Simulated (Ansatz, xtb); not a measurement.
System: sum formula BNH₆, charge 1, multiplicity 2. SMILES of the parent species: [BH3-][NH3+]
Coordinates optimised at B3LYP-D3(BJ)/def2-TZVP (Ansatz, a first-principles code):
```
B
H 1 1.1732
N 1 1.5548 2 118.94
H 3 1.0227 1 115.07 2 180.00
H 3 1.0258 4 107.19 1 123.45
H 3 1.0258 4 107.19 5 113.10
H 1 1.2706 2 119.79 3 -147.66
H 7 1.1796 1 62.34 2 -107.46
```
Charge +1, spin multiplicity 2.

Harmonic wavenumbers from GFN2-xTB (xtb, at its own minimum), cm⁻¹: 192, 208, 686, 718, 831, 834, 961, 1090, 1161, 1350, 1443, 1452, 2135, 2276, 2670, 3292, 3312, 3327.

Q: Give the harmonic wavenumbers at B3LYP-D3(BJ)/def2-TZVP (Ansatz, finite differences of forces, unscaled).

A: 169, 633, 667, 798, 870, 972, 1023, 1027, 1214, 1479, 1644, 1653, 2000, 2218, 2789, 3375, 3428, 3464 cm⁻¹. Zero-point energy 42.1 kcal/mol.

Q: From these and the geometry, give the ideal-gas thermochemistry at 298.15 K and 1 atm (rigid rotor, harmonic oscillator).

A: Point group Cs, rotational symmetry number 1. Rotational constants 78.9, 19.25, 17.7 GHz. S(trans) 36.21, S(rot) 20.02, S(vib) 3.90, S(elec, spin only) 1.38, S 61.5 cal/(mol K). H(298) - H(0) 3.09 kcal/mol; G - E(el) 26.8 kcal/mol.
